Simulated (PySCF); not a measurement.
## Dipole response of Mo²⁺ (molybdenum, charge +2)

[Kr] 4d4, high-spin 5D determinant. Computed with PySCF 2.14 in aug-cc-pVTZ-PP with one added diffuse shell each of s, p, d, f, g type with ECP28MDF (7s7p6d4f3g, 113 functions), with scalar relativity through the core potential. Coupled (time-dependent) response in atomic units; α is the mean over directions.

| method | mean α (bohr³) | α xx, yy, zz | C₆ (like pair) | S(−4) |
| --- | --- | --- | --- | --- |
| M06-L | 10.06 | 9.247, 9.247, 11.70 | 54.18 | 38.35 |
| revPBE | 10.58 | 10.02, 10.02, 11.69 | 56.38 | 47.59 |

S(−4) is the Cauchy moment in α(ω) = α(0) + S(−4) ω² + …

Spin-orbit coupling is absent.

α(iu) at revPBE:

| u (hartree) | α(iu) (bohr³) |
| --- | --- |
| 0 | 10.58 |
| 0.0500 | 10.46 |
| 0.100 | 10.14 |
| 0.200 | 9.134 |
| 0.300 | 8.039 |
| 0.500 | 6.253 |
| 0.750 | 4.743 |
| 1.00 | 3.719 |
| 1.50 | 2.440 |
| 2.00 | 1.699 |
| 3.00 | 0.9349 |
| 5.00 | 0.3915 |

A single London oscillator, α(iu) = α/(1 + u²/ω²), gives C₆ = (3/4) ω α². Matching the computed C₆ needs ω = 4 × 56.38 / (3 × 10.58²) = 0.672 hartree.

For an ion, C₆ is the dispersion term alone; charge-induced terms of lower order in 1/R come first.

The components differ because the open shell of this determinant is not spherical; for a pure term their mean is the scalar polarisability.

Energies and moments cover only the electrons outside the core potential.
